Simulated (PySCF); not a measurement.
# Br, SMILES `[Br]` (charge 0, multiplicity 2)

Method: TPSSh-D3(BJ)/def2-TZVP (PySCF 2.14.0).

highest occupied spin orbital: -8.08 eV
dipole moment: 0.00 D
total energy: -2574.0232 Ha
cost: around 6 core-seconds (rough)

Bond lengths (Å): .
Charge 0, spin multiplicity 2.
